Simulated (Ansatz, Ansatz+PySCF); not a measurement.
```xyz
2

Be    0.0000    0.0000    0.0000
O     0.0000    0.0000    1.6700
```

Basis set: def2-SVP (spherical functions). Frozen core: 1 orbital. Charge 0, multiplicity 1.

Computed with Ansatz (development build ahead of 0.2.0); each method stands on the lowest determinant of its kind that the runs found. Restricted open shells among the atoms or ions are ROHF, correlated in semicanonical orbitals with singles.

(1) Give the atomization energy at this shape (free ground-state atoms in the same class of orbitals less the molecule, no zero-point energy) of singlet BeO by RHF-MP2, UHF-MP2, RHF, UHF.

Results:

(1)

```tsv
method	atomization energy
RHF-MP2	78.00 kcal/mol
UHF-MP2	72.27 kcal/mol
RHF	-13.78 kcal/mol
UHF	49.16 kcal/mol
```

Caution for RHF-MP2, RHF: an unrestricted determinant lies well below. Caution for RHF-MP2, UHF-MP2: bonds are stretched, where a single reference can fail. Caution for RHF-MP2: other determinants can give a lower correlated total. Caution for UHF-MP2, UHF: the unrestricted determinant is a mixture of spin states. Caution for UHF: a free atom is spin contaminated.
